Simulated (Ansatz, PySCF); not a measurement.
This triplet is an excited state, 1.81 eV above the relaxed singlet at the level composite: frozen-core CCSD(T) with HF/cc-pVQZ and the correlation energy extrapolated as X^-3 from cc-pVTZ and cc-pVQZ, plus CCSDT(Q) minus CCSD(T) in cc-pVDZ // PBE0-D3(BJ)/def2-TZVP (Ansatz, a first-principles code).

Cartesian coordinates (Å):
```xyz
5

N     -0.6318     0.0638    -0.0551
Si     0.9429    -0.2797     0.5412
H     -1.2484    -0.6728    -0.3605
H     -1.1466     0.8711     0.2600
H      2.0838     0.0176    -0.3855
```
Charge 0, spin multiplicity 3.

### Question
Give the highest occupied spin orbital, total energy and dipole moment at the level PBE-D3(BJ)/def2-TZVP // PBE0-D3(BJ)/def2-TZVP (PySCF).

### Answer

| Item | Value |
|---|---|
| highest occupied spin orbital | -4.01 eV |
| total energy | -345.7855 Ha |
| dipole moment | 0.383 e·Å |
